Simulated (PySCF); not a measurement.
## Orbital picture of AsH⁺

B3LYP at R = 1.536 Å; As cc-pVTZ-PP with ECP10, H cc-pVTZ; scalar-relativistic core potentials (PySCF 2.14). State: ²Π (doublet), unpaired electrons π ↑. Only the outer orbitals are listed, counted within each symmetry, core potentials removing the inner ones.

```tsv
spin	orbital	occ.	ε (eV)	on As (%)	main shells (%)
α	1δ	1	-54.42	100	100 As d
α	1δ	1	-54.36	100	100 As d
α	2π	1	-54.22	100	100 As d
α	3σ	1	-53.95	100	100 As d
α	2π	1	-53.94	100	100 As d
α	4σ	1	-25.53	91	89 As s, 9 H s
α	5σ	1	-17.11	67	57 As p, 32 H s
α	3π	1	-14.60	99	99 As p
α	3π	0	-12.69	99	99 As p
α	6σ	0	-6.45	45	54 H s, 37 As p, 12 As d
α	7σ	0	-3.04	101	83 As s, 14 As d
β	1δ	1	-54.35	100	100 As d
β	2π	1	-54.21	100	100 As d
β	1δ	1	-54.20	100	100 As d
β	3σ	1	-53.81	100	100 As d
β	2π	1	-53.79	100	100 As d
β	4σ	1	-24.62	88	86 As s, 11 H s
β	5σ	1	-16.86	67	54 As p, 33 H s, 10 As s
β	3π	0	-12.34	99	99 As p
β	3π	0	-11.25	99	99 As p
β	6σ	0	-6.24	46	53 H s, 39 As p, 10 As d
```

Which are the highest filled and the lowest empty level, where do they sit, and how wide is the gap?

Highest filled α 3π at -14.60 eV (in %: 99 As p); lowest empty α 3π at -12.69 eV (in %: 99 As p); the gap at B3LYP is 1.91 eV. Both belong to one degenerate shell, split only by its one-sided filling, so this is no excitation gap.

```
bond order (Mayer)                                                                                                : 0.98
⟨S²⟩                                                                                                              : 0.753
charge on As (Mulliken, basis-dependent)                                                                          : 0.88
charge on As (Löwdin, basis-dependent)                                                                            : 1.11
dipole moment (positive dipole points towards H; it is taken about the centre of mass and depends on that origin) : 0.68 D
polarisability along the bond                                                                                     : 23.8 bohr³
polarisability across the bond                                                                                    : 15.9 bohr³
```

Shares are Mulliken populations and can fall outside 0 to 100 %.

Spin–orbit coupling is left out. The state was picked by a PBE0 search and need not be the measured ground state.
